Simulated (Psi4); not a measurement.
HO₄S, charge -1, singlet, geometry from GFN2-xTB (a gas-phase anion, which may not be bound at this level); PBE0/STO-3G (Psi4).

Here is a job for Psi4.
```
memory 2 GB

molecule mol {
-1 1
O     1.389920   -0.281761   -0.581483
S    -0.134456    0.024009    0.020263
O     0.121200   -0.014390    1.458586
O    -0.970632   -1.053488   -0.469618
O    -0.493940    1.335434   -0.483789
H     1.778901   -0.270498    0.286219
}

set {
  basis sto-3g
  reference rks
}

energy('pbe0')
print_variables()
```

Problem. Predict the main parts of the log of this Psi4 run.

Solution. 
```
   => Loading Basis Set <=

    Name: STO-3G
    Role: ORBITAL
    Keyword: BASIS

         ---------------------------------------------------------
                                   SCF
               by Justin Turney, Rob Parrish, Andy Simmonett
                          and Daniel G. A. Smith
                              RKS Reference
         ---------------------------------------------------------

  ==> Geometry <==

    Molecular point group: c1
    Full point group: C1

    Geometry (in Angstrom), charge = -1, multiplicity = 1:

       Center              X                  Y                   Z               Mass
    ------------   -----------------  -----------------  -----------------  -----------------
         O            1.408087209660    -0.284522925217    -0.578552219068    15.994914619570
         S           -0.116288790340     0.021247074783     0.023193780932    31.972071174400
         O            0.139367209660    -0.017151925217     1.461516780932    15.994914619570
         O           -0.952464790340    -1.056249925217    -0.466687219068    15.994914619570
         O           -0.475772790340     1.332672074783    -0.480858219068    15.994914619570
         H            1.797068209660    -0.273259925217     0.289149780932     1.007825032230

  Running in c1 symmetry.

  Rotational constants: A =      0.17936  B =      0.16720  C =      0.16565 [cm^-1]
  Rotational constants: A =   5377.19765  B =   5012.54956  C =   4966.15731 [MHz]
  Nuclear repulsion =  277.038613257726468

  Charge       = -1
  Multiplicity = 1
  Electrons    = 50
  Nalpha       = 25
  Nbeta        = 25

  ==> Algorithm <==

  SCF Algorithm Type is DF.
  DIIS enabled.
  MOM disabled.
  Fractional occupation disabled.
  Guess Type is SAD.
  Energy threshold   = 1.00e-06
  Density threshold  = 1.00e-06
  Integral threshold = 1.00e-12

  ==> Primary Basis <==

  Basis Set: STO-3G
    Blend: STO-3G
    Number of shells: 18
    Number of basis functions: 30
    Number of Cartesian functions: 30
    Spherical Harmonics?: true
    Max angular momentum: 1

  ==> DFT Potential <==

   => LibXC <=

    Version 7.1.2
    S. Lehtola, C. Steigemann, M. J. T. Oliveira, and M. A. L. Marques,  SoftwareX 7, 1–5 (2018) (10.1016/j.softx.2017.11.002)

   => Composite Functional: PBE0 <=

    PBE0 Hyb-GGA Exchange-Correlation Functional

    C. Adamo and V. Barone,  J. Chem. Phys. 110, 6158 (1999) (10.1063/1.478522)
    M. Ernzerhof and G. E. Scuseria,  J. Chem. Phys. 110, 5029 (1999) (10.1063/1.478401)

    Deriv               =              1
    GGA                 =           TRUE
    Meta                =          FALSE

    Exchange Hybrid     =           TRUE
    MP2 Hybrid          =          FALSE

   => Exchange Functionals <=

    0.7500   Perdew, Burke & Ernzerhof

   => Exact (HF) Exchange <=

    0.2500               HF

   => Correlation Functionals <=

    1.0000   Perdew, Burke & Ernzerhof

   => LibXC Density Thresholds  <==

    XC_HYB_GGA_XC_PBEH:  1.00E-15

   => Molecular Quadrature <=

    Radial Scheme          =       TREUTLER
    Pruning Scheme         =           NONE
    Nuclear Scheme         =       TREUTLER

    Blocking Scheme        =         OCTREE
    BS radius alpha        =              1
    Pruning alpha          =              1
    Radial Points          =             75
    Spherical Points       =            302
    Total Points           =         126144
    Total Blocks           =           1011
    Max Points             =            255
    Max Functions          =             28
    Weights Tolerance      =       1.00E-15

   => Loading Basis Set <=

    Name: (STO-3G AUX)
    Role: JKFIT
    Keyword: DF_BASIS_SCF

  ==> Integral Setup <==

  SCF_SUBTYPE=INCORE selected. In-core MEM_DF algorithm will be used.
  Using in-core AOs.

  ==> MemDFJK: Density-Fitted J/K Matrices <==

    J tasked:                   Yes
    K tasked:                   Yes
    wK tasked:                   No
    Algorithm:                 Core
    Schwarz Cutoff:           1E-12
    Mask sparsity (%):       2.2222
    Fitting Condition:        1E-10

   => Auxiliary Basis Set <=

  Basis Set: (STO-3G AUX)
    Blend: DEF2-UNIVERSAL-JKFIT
    Number of shells: 144
    Number of basis functions: 454
    Number of Cartesian functions: 547
    Spherical Harmonics?: true
    Max angular momentum: 4

  Minimum eigenvalue in the overlap matrix is 2.8391644503E-01.
  Reciprocal condition number of the overlap matrix is 1.4177522992E-01.
    Using symmetric orthogonalization.

  ==> Pre-Iterations <==

  SCF Guess: Superposition of Atomic Densities via on-the-fly atomic UHF (no occupation information).

   -------------------------
    Irrep   Nso     Nmo
   -------------------------
     A         30      30
   -------------------------
    Total      30      30
   -------------------------

  ==> Iterations <==

                           Total Energy        Delta E     RMS |[F,P]|

   @DF-RKS iter SAD:  -689.67401739385900   -6.89674e+02   0.00000e+00
   @DF-RKS iter   1:  -689.71388725755094   -3.98699e-02   2.58865e-02 ADIIS/DIIS
   @DF-RKS iter   2:  -689.79979908590826   -8.59118e-02   2.32303e-02 ADIIS/DIIS
   @DF-RKS iter   3:  -690.11256206077076   -3.12763e-01   6.79137e-03 ADIIS/DIIS
   @DF-RKS iter   4:  -690.14137129516700   -2.88092e-02   9.58544e-04 ADIIS/DIIS
   @DF-RKS iter   5:  -690.14198233385650   -6.11039e-04   5.15715e-05 DIIS
   @DF-RKS iter   6:  -690.14198244408340   -1.10227e-07   5.10672e-05 DIIS
   @DF-RKS iter   7:  -690.14198407970900   -1.63563e-06   1.18366e-06 DIIS
   @DF-RKS iter   8:  -690.14198408104903   -1.34003e-09   3.27636e-07 DIIS
  Energy and wave function converged.

  ==> Post-Iterations <==

   Electrons on quadrature grid:
      Ntotal   =   50.0000060976 ; deviation = 6.098e-06

    Orbital Energies [Eh]
    ---------------------

    Doubly Occupied:

       1A    -88.024524     2A    -18.610766     3A    -18.456324
       4A    -18.454742     5A    -18.451708     6A     -7.779349
       7A     -5.699337     8A     -5.699118     9A     -5.696060
      10A     -0.866742    11A     -0.721717    12A     -0.662662
      13A     -0.660780    14A     -0.282073    15A     -0.147318
      16A     -0.121739    17A     -0.089099    18A     -0.059277
      19A      0.063915    20A      0.113235    21A      0.136593
      22A      0.136779    23A      0.154175    24A      0.157128
      25A      0.170908

    Virtual:

      26A      0.506818    27A      0.603928    28A      0.651036
      29A      0.706281    30A      0.707461

    Final Occupation by Irrep:
              A
    DOCC [    25 ]
    NA   [    25 ]
    NB   [    25 ]

  @DF-RKS Final Energy:  -690.14198408104903

   => Energetics <=

    Nuclear Repulsion Energy =            277.0386132577264675
    One-Electron Energy =               -1522.3015024549677037
    Two-Electron Energy =                 601.5324075222576994
    DFT Exchange-Correlation Energy =     -46.4115024060654591
    Empirical Dispersion Energy =           0.0000000000000000
    VV10 Nonlocal Energy =                  0.0000000000000000
    Total Energy =                       -690.1419840810490314

Computation Completed

Properties will be evaluated at   0.000000,   0.000000,   0.000000 [a0]

Properties computed using the SCF density matrix

 Multipole Moments:

 ------------------------------------------------------------------------------------
     Multipole            Electronic (a.u.)      Nuclear  (a.u.)        Total (a.u.)
 ------------------------------------------------------------------------------------

 L = 1.  Multiply by 2.5417464519 to convert [e a0] to [Debye]
 Dipole X            :         -1.1390751            1.6822007            0.5431256
 Dipole Y            :          0.1760581           -0.2557335           -0.0796754
 Dipole Z            :         -0.1450375            0.2713708            0.1263334
 Magnitude           :                                                    0.5632883

 ------------------------------------------------------------------------------------

  Variable Map:
  ----------------------------------------------------------------------------
  "CURRENT ENERGY"              =>    -690.141984081049
  "CURRENT REFERENCE ENERGY"    =>    -690.141984081049
  "DD SOLVATION ENERGY"         =>       0.000000000000
  "DFT FUNCTIONAL TOTAL ENERGY" =>    -690.141984081049
  "DFT TOTAL ENERGY"            =>    -690.141984081049
  "DFT VV10 ENERGY"             =>       0.000000000000
  "DFT XC ENERGY"               =>     -46.411502406065
  "GRID ELECTRONS ALPHA"        =>      25.000003048778
  "GRID ELECTRONS BETA"         =>      25.000003048778
  "GRID ELECTRONS TOTAL"        =>      50.000006097556
  "NUCLEAR REPULSION ENERGY"    =>     277.038613257726
  "ONE-ELECTRON ENERGY"         =>   -1522.301502454968
  "PCM POLARIZATION ENERGY"     =>       0.000000000000
  "PE ENERGY"                   =>       0.000000000000
  "SCF ITERATION ENERGY"        =>    -690.141984081049
  "SCF ITERATIONS"              =>       8.000000000000
  "SCF TOTAL ENERGY"            =>    -690.141984081049
  "TWO-ELECTRON ENERGY"         =>     601.532407522258
  "XC GRID RADIAL POINTS"       =>      75.000000000000
  "XC GRID SPHERICAL POINTS"    =>     302.000000000000
  "XC GRID TOTAL POINTS"        =>  126144.000000000000

  Array Variable Map:
  ----------------------------------------------------------------------------
  "CURRENT DIPOLE"              =>       0.543125621228 ... 0.126333378101 1 by 3
  "SCF DIPOLE"                  =>       0.543125621228 ... 0.126333378101 1 by 3
  "SCF TOTAL ENERGIES"          =>    -689.674017393859 ... -690.141984081049 1 by 9
```
